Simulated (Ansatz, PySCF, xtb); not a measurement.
Stretching the B1–H2 bond in BH2I (SMILES BI) (multiplicity 1 held, fragments rigid). Energies count from the point at 1.183 Å.
Geometry at that point (charge 0, multiplicity 1):
```
atom    x (Å)    y (Å)    z (Å)
----  -------  -------  -------
B     -1.0069  -1.5282   0.2633
H     -0.6251  -2.3051   1.0692
H     -1.9865  -1.6589  -0.3861
I      0.1443   0.2190  -0.0377
```

Unrestricted levels (U-) break spin symmetry where that is lower. Curves can end on different states.

Correlated levels freeze the cores. Filled d and f shells under p-block atoms count as core. Rows in LANL2DZ carry no dispersion term and start afresh at each structure. LANL2DZ brings its own core potentials from Na on.

Codes used: Ansatz (Gaussian basis) for Hartree–Fock, density functionals and correlated methods; PySCF for LANL2DZ rows; xtb for the GFN methods. Each number belongs to the level named beside it. In def2 rows elements past Kr take small-core potentials, without spin–orbit coupling. The GFN methods have no spin term and hold the electronic entropy of 300 K.

Problem. One of these levels gives 142.97 kcal/mol for the energy at R = 3.784 Å. Which?
(A) U-MP2/def2-TZVPP
(B) R-B3LYP/LANL2DZ
(C) GFN2-xTB

Solution. B, R-B3LYP/LANL2DZ. The others give 126.25 (GFN2-xTB), 106.32 (U-MP2/def2-TZVPP)

Doubts at one or more of the structures used: a spin-contaminated determinant (U-MP2/def2-TZVPP).

Ansatz is a program for electronic structure.
